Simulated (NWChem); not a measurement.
System: C2H5FGe; SMILES C=[C](F)[GeH3]

Input file for NWChem:

```
start job
memory heap 200 mb stack 900 mb global 1100 mb
geometry units angstroms
  C     -1.966759    -0.472180    -0.832866
  C     -1.041454    -0.165691     0.057270
  F     -1.403106    -0.005407     1.358058
  Ge     0.872983     0.115688    -0.183497
  H     -1.690559    -0.600887    -1.863836
  H     -3.003347    -0.601022    -0.567373
  H      1.225429    -0.088554    -1.617227
  H      1.623310    -0.858436     0.659958
  H      1.227536     1.494283     0.260510
end
basis spherical
  * library def2-svp
end
dft
  xc pbe0
  iterations 150
end
driver
  maxiter 120
end
task dft optimize
task dft freq
```

Excerpt of the output:

```
             Northwest Computational Chemistry Package (NWChem) 7.3.0
             --------------------------------------------------------

 C1  symmetry detected

                             Geometry "geometry" -> ""
                             -------------------------

 Output coordinates in angstroms (scale by  1.889725989 to convert to a.u.)

  No.       Tag          Charge          X              Y              Z
 ---- ---------------- ---------- -------------- -------------- --------------
    1 C                    6.0000    -1.17609358    -1.76728999     0.00078298
    2 C                    6.0000    -0.10721665    -0.99271369     0.00001198
    3 F                    9.0000     1.12512983    -1.56704322    -0.00054616
    4 Ge                  32.0000     0.02023088     0.95304293     0.00049121
    5 H                    1.0000    -2.15481032    -1.32247055     0.00130765
    6 H                    1.0000    -1.10975005    -2.84302229     0.00099575
    7 H                    1.0000    -1.35074855     1.53749321    -0.01816279
    8 H                    1.0000     0.77010112     1.39723533    -1.20934855
    9 H                    1.0000     0.77151267     1.39680160     1.20963477

 Effective nuclear repulsion energy (a.u.)     257.2994025925

                                Z-matrix (autoz)
                                --------

 Units are Angstrom for bonds and degrees for angles

      Type          Name      I     J     K     L     M      Value
      ----------- --------  ----- ----- ----- ----- ----- ----------
    1 Stretch                  1     2                       1.32003
    2 Stretch                  1     5                       1.07506
    3 Stretch                  1     6                       1.07778
    4 Stretch                  2     3                       1.35961
    5 Stretch                  2     4                       1.94993
    6 Stretch                  4     7                       1.49047
    7 Stretch                  4     8                       1.49108
    8 Stretch                  4     9                       1.49110
    9 Bend                     1     2     3               119.08287
   10 Bend                     1     2     4               129.67699
   11 Bend                     2     1     5               119.62909
   12 Bend                     2     1     6               122.40035
   13 Bend                     2     4     7               109.33932
   14 Bend                     2     4     8               109.26470
   15 Bend                     2     4     9               109.27482
   16 Bend                     3     2     4               111.24013
   17 Bend                     5     1     6               117.97056
   18 Bend                     7     4     8               109.61001
   19 Bend                     7     4     9               110.90999
   20 Bend                     8     4     9               108.41613
   21 Torsion                  1     2     4     7          -0.82009
   22 Torsion                  1     2     4     8        -120.78359
   23 Torsion                  1     2     4     9         120.74306
   24 Torsion                  3     2     1     5         179.99517
   25 Torsion                  3     2     1     6           0.00046
   26 Torsion                  3     2     4     7         179.21531
   27 Torsion                  3     2     4     8          59.25181
   28 Torsion                  3     2     4     9         -59.22154
   29 Torsion                  4     2     1     5           0.03292
   30 Torsion                  4     2     1     6        -179.96178

                           NWChem Geometry Optimization
                           ----------------------------

 maximum gradient threshold         (gmax) =   0.000450
 rms gradient threshold             (grms) =   0.000300
 maximum cartesian step threshold   (xmax) =   0.001800
 rms cartesian step threshold       (xrms) =   0.001200
 fixed trust radius                (trust) =   0.300000
 source of zmatrix                         =   autoz

          -------------------
          Energy Minimization
          -------------------

 Using diagonal initial Hessian
 Scaling for Hessian diagonals: bonds = 1.00  angles = 0.25  torsions = 0.10

          --------
          Step   0

                                 NWChem DFT Module
                                 -----------------

 Summary of "ao basis" -> "ao basis" (spherical)
 ------------------------------------------------------------------------------
       Tag                 Description            Shells   Functions and Types
 ---------------- ------------------------------  ------  ---------------------
 C                          def2-svp                 6       14   3s2p1d
 F                          def2-svp                 6       14   3s2p1d
 Ge                         def2-svp                12       32   5s4p3d
 H                          def2-svp                 3        5   2s1p

            General Information
            -------------------
          SCF calculation type: DFT
          Wavefunction type:  closed shell.
          No. of atoms     :     9
          No. of electrons :    58
           Alpha electrons :    29
            Beta electrons :    29
          Charge           :     0
          Spin multiplicity:     1
          Use of symmetry is: off; symmetry adaption is: off
          Maximum number of iterations: 150
          AO basis - number of functions:    99
                     number of shells:    45
          Convergence on energy requested:  1.00D-06
          Convergence on density requested:  1.00D-05
          Convergence on gradient requested:  5.00D-04

              XC Information
              --------------
                         PBE0 Method XC Functional
                     Hartree-Fock (Exact) Exchange  0.250
          PerdewBurkeErnzerhof Exchange Functional  0.750
            Perdew 1991 LDA Correlation Functional  1.000 local
           PerdewBurkeErnz. Correlation Functional  1.000 non-local

             Grid Information
             ----------------
          Grid used for XC integration:  medium
          Radial quadrature: Mura-Knowles
          Angular quadrature: Lebedev.
          Tag              B.-S. Rad. Rad. Pts. Rad. Cut. Ang. Pts.
          ---              ---------- --------- --------- ---------
          C                   0.70       49          11.0       434
          F                   0.50       49          10.0       434
          Ge                  1.25      112          11.0       590
          H                   0.35       45          12.0       434
          Grid pruning is: on
          Number of quadrature shells:   484
          Spatial weights used:  Erf1

      Superposition of Atomic Density Guess
      -------------------------------------

 Sum of atomic energies:       -2252.08201783

      Non-variational initial energy
      ------------------------------

 Total energy =   -2253.863041
 1-e energy   =   -3649.201106
 2-e energy   =    1138.038663
 HOMO         =      -0.308285
 LUMO         =       0.024556

   convergence    iter        energy       DeltaE   RMS-Dens  Diis-err
 ---------------- ----- ----------------- --------- --------- ---------
 d= 0,ls=0.0,diis     1  -2255.1055686866 -2.51D+03  9.91D-03  4.84D-01
 d= 0,ls=0.0,diis     2  -2255.0997716278  5.80D-03  5.18D-03  6.55D-01
 d= 0,ls=0.0,diis     3  -2255.1628226871 -6.31D-02  1.26D-03  2.81D-02
 d= 0,ls=0.0,diis     4  -2255.1657662823 -2.94D-03  4.76D-04  2.46D-03
 d= 0,ls=0.0,diis     5  -2255.1660040634 -2.38D-04  1.68D-04  6.80D-04
  Resetting Diis
 d= 0,ls=0.0,diis     6  -2255.1660745471 -7.05D-05  1.65D-05  3.55D-06
 d= 0,ls=0.0,diis     7  -2255.1660749787 -4.32D-07  7.14D-06  2.71D-07

         Total DFT energy =    -2255.166074978717
      One electron energy =    -3651.448738032896
           Coulomb energy =     1240.740934544806
    Exchange-Corr. energy =     -101.757674083167
 Nuclear repulsion energy =      257.299402592540

[...]

      ----------------------
      Optimization converged
      ----------------------

  Step       Energy      Delta E   Gmax     Grms     Xrms     Xmax
  ---- ---------------- -------- -------- -------- -------- --------
@    5   -2255.16908308 -5.5D-07  0.00006  0.00002  0.00066  0.00149
                                     ok       ok       ok       ok

                                Z-matrix (autoz)
                                --------

 Units are Angstrom for bonds and degrees for angles

      Type          Name      I     J     K     L     M      Value     Gradient
      ----------- --------  ----- ----- ----- ----- ----- ---------- ----------
    1 Stretch                  1     2                       1.33124   -0.00004
    2 Stretch                  1     5                       1.09072    0.00005
    3 Stretch                  1     6                       1.09393    0.00003
    4 Stretch                  2     3                       1.34348   -0.00003
    5 Stretch                  2     4                       1.95481    0.00006
    6 Stretch                  4     7                       1.53552   -0.00002
    7 Stretch                  4     8                       1.53667    0.00003
    8 Stretch                  4     9                       1.53672    0.00003
    9 Bend                     1     2     3               119.88504    0.00001
   10 Bend                     1     2     4               126.72649    0.00001
   11 Bend                     2     1     5               120.22343    0.00000
   12 Bend                     2     1     6               120.90603   -0.00001
   13 Bend                     2     4     7               108.24341    0.00003
   14 Bend                     2     4     8               109.21532    0.00002
   15 Bend                     2     4     9               109.22341    0.00002
   16 Bend                     3     2     4               113.38847   -0.00002
   17 Bend                     5     1     6               118.87054    0.00001
   18 Bend                     7     4     8               110.52995   -0.00002
   19 Bend                     7     4     9               110.49695   -0.00003
   20 Bend                     8     4     9               109.10482   -0.00002
   21 Torsion                  1     2     4     7          -0.19482    0.00000
   22 Torsion                  1     2     4     8        -120.58786   -0.00001
   23 Torsion                  1     2     4     9         120.16302   -0.00000
   24 Torsion                  3     2     1     5        -179.99543    0.00000
   25 Torsion                  3     2     1     6          -0.00217   -0.00000
   26 Torsion                  3     2     4     7         179.82557    0.00000
   27 Torsion                  3     2     4     8          59.43253   -0.00001
   28 Torsion                  3     2     4     9         -59.81660   -0.00000
   29 Torsion                  4     2     1     5           0.02616    0.00000
   30 Torsion                  4     2     1     6        -179.98059   -0.00000

                         Geometry "geometry" -> "geometry"
                         ---------------------------------

 Output coordinates in angstroms (scale by  1.889725989 to convert to a.u.)

  No.       Tag          Charge          X              Y              Z
 ---- ---------------- ---------- -------------- -------------- --------------
    1 C                    6.0000    -1.17618412    -1.75065169     0.00028004
    2 C                    6.0000    -0.07153578    -1.00771467    -0.00095250
    3 F                    9.0000     1.13399860    -1.60069915    -0.00002516
    4 Ge                  32.0000     0.02407352     0.94474928    -0.00352559
    5 H                    1.0000    -2.15773823    -1.27501898    -0.00053864
    6 H                    1.0000    -1.11860771    -2.84306534     0.00201132
    7 H                    1.0000    -1.40900272     1.49619685    -0.00886465
    8 H                    1.0000     0.78601556     1.41214556    -1.25346449
    9 H                    1.0000     0.77733624     1.41609147     1.25024652

 Effective nuclear repulsion energy (a.u.)     255.8345514819

                Final and change from initial internal coordinates
                --------------------------------------------------

                                Z-matrix (autoz)
                                --------

 Units are Angstrom for bonds and degrees for angles

[...]

 Rotational Constants
 --------------------
 A=   0.316620 cm-1  (  0.455535 K)
 B=   0.092363 cm-1  (  0.132886 K)
 C=   0.073473 cm-1  (  0.105709 K)

 Temperature                      =   298.15K
 frequency scaling parameter      =   1.0000

 Zero-Point correction to Energy  =   36.253 kcal/mol  (  0.057773 au)
 Thermal correction to Energy     =   39.828 kcal/mol  (  0.063470 au)
 Thermal correction to Enthalpy   =   40.420 kcal/mol  (  0.064414 au)

 Total Entropy                    =   76.405 cal/mol-K
   - Translational                =   40.292 cal/mol-K (mol. weight = 121.9594)
   - Rotational                   =   26.109 cal/mol-K (symmetry #  =        1)
   - Vibrational                  =   10.004 cal/mol-K

 Cv (constant volume heat capacity) =   19.613 cal/mol-K
   - Translational                  =    2.979 cal/mol-K
   - Rotational                     =    2.979 cal/mol-K
   - Vibrational                    =   13.654 cal/mol-K

[normal modes left out]

 ----------------------------------------------------------------------------
 Normal Eigenvalue ||           Projected Infra Red Intensities
  Mode   [cm**-1]  || [atomic units] [(debye/angs)**2] [(KM/mol)] [arbitrary]
 ------ ---------- || -------------- ----------------- ---------- -----------
    1       -0.000 ||    0.000102           0.002         0.100       0.032
    2       -0.000 ||    0.000801           0.018         0.780       0.254
    3       -0.000 ||    0.000015           0.000         0.014       0.005
    4       -0.000 ||    0.000230           0.005         0.224       0.073
    5        0.000 ||    0.000176           0.004         0.172       0.056
    6        0.000 ||    0.000048           0.001         0.047       0.015
    7      114.260 ||    0.000127           0.003         0.124       0.040
    8      216.541 ||    0.000576           0.013         0.562       0.183
    9      330.962 ||    0.012989           0.300        12.662       4.127
   10      340.137 ||    0.000156           0.004         0.152       0.049
   11      571.435 ||    0.030227           0.697        29.466       9.605
   12      615.049 ||    0.009317           0.215         9.083       2.960
   13      633.336 ||    0.049848           1.150        48.594      15.839
   14      762.824 ||    0.000491           0.011         0.478       0.156
   15      830.051 ||    0.164744           3.801       160.601      52.348
   16      878.562 ||    0.018449           0.426        17.985       5.862
   17      890.782 ||    0.027606           0.637        26.912       8.772
   18      895.890 ||    0.065071           1.501        63.434      20.676
   19      955.932 ||    0.038012           0.877        37.056      12.079
   20     1236.584 ||    0.097611           2.252        95.156      31.016
   21     1373.623 ||    0.003137           0.072         3.058       0.997
   22     1721.681 ||    0.044279           1.022        43.165      14.070
   23     2173.864 ||    0.064288           1.483        62.671      20.428
   24     2174.507 ||    0.109515           2.527       106.760      34.799
   25     2183.645 ||    0.111276           2.567       108.478      35.358
   26     3179.047 ||    0.000559           0.013         0.544       0.177
   27     3292.708 ||    0.000068           0.002         0.067       0.022
 ----------------------------------------------------------------------------
```

Level: PBE0/def2-SVP.
